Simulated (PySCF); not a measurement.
C3H6BFO2, SMILES OB(O)[C@@H]1C[C@@H]1F.

Coordinates come from a B3LYP-D3(BJ)/def2-SVP optimisation. The structure was generated by enumeration; whether it is a known compound was not checked. One conformer was computed; it need not be the lowest.

Computed with PBE/def2-TZVP (PySCF).

The molecule is in vacuum.

**Question.** Estimate the frontier levels, gap, dipole moment and polarisability. (The exact figures need the calculation; the answer reports its results.)

**Answer.** 
```yaml
highest_occupied_level: -6.65 eV
lowest_empty_level: -0.17 eV
orbital_gap: 6.48 eV
dipole_moment: 2.22 D
quadrupole, principal values (traceless, Buckingham form, about the centre of nuclear charge): -7.40, 0.15, 7.24 D·Å
mean_static_polarisability: 56.6 bohr³ (8.39 Å³)
polarisability_principal_values: 48.8, 56.3, 64.7 bohr³
```
